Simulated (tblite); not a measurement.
Species: C5H6FOS2 (doublet state).
SMILES with atom numbers: `[CH2:1]=[CH:2][S:3][S:4]/[C:5](=[C:6]/[F:7])[O:8][CH3:9]` (hydrogens: H10, H11 on C1; H12 on C2; H13, H14, H15 on C9)

Computed geometry: GFN2-xTB, gas phase. This method treats the open shell by occupation alone, without spin polarisation.

Question: Give the optimised bond lengths and angles.

Answer: 
```csv
bond,length (Å),order
C1=C2,1.322,double
C2–S3,1.766,single
S3–S4,2.045,single
S4–C5,1.820,single
C5=C6,1.320,double
C6–F7,1.336,single
C5–O8,1.347,single
O8–C9,1.413,single
C1–H10,1.076,single
C1–H11,1.076,single
C2–H12,1.078,single
"C9–H13, C9–H14, C9–H15",1.093,single
```

Bonds in one row agree within 0.01 Å and their mean is given. Orders are formal, as drawn. A selection of angles:
```csv
angle,degrees
C1–C2–S3,122.4
C2–S3–S4,102.6
S3–S4–C5,90.5
S4–C5–C6,109.8
S4–C5–O8,120.0
C6–C5–O8,130.2
C5–C6–F7,127.1
C5–O8–C9,116.0
```

Torsions: C1–C2–S3–S4 171° (antiperiplanar); C2–S3–S4–C5 88° (synclinal); S3–S4–C5–C6 5° (synperiplanar); S4–C5–C6–F7 -177° (antiperiplanar); S4–C5–O8–C9 -48° (synclinal). The mirror-image conformer, all signs reversed, is as good.

Of the pairs four or more bonds apart, S4···H15 is among the closest relative to their van der Waals radii: 2.68 Å, 89 % of the sum of Bondi's values. S4 (sulfur bonded to C and S) is bent (angle 90.5°). C5 (carbon bonded to C, O and S) is planar (angles 130.2°, 120.0° and 109.8°, sum 360.0°, 0.01 Å off the plane of its three neighbours). S3 (sulfur bonded to C and S) is bent (angle 102.6°). The 2 C–S bonds span 1.766 Å (C2–S3, drawn single) to 1.820 Å (S4–C5, drawn single), a spread of 0.054 Å. C2 (carbon bonded to C, S and H) is planar (angles 123.7°, 122.4° and 114.0°, sum 360.0°, 0.00 Å off the plane of its three neighbours). C6 (carbon bonded to C and F) is bent (angle 127.1°).

Point group: C1 (no symmetry element, even within 0.4 Å). Its GFN2-xTB frequencies are all real (lowest 38 cm⁻¹).

Time: 0.93 s wall. Hardware: one thread, Arm Neoverse V1 (aarch64), no GPU, shared host. This is the geometry optimisation.
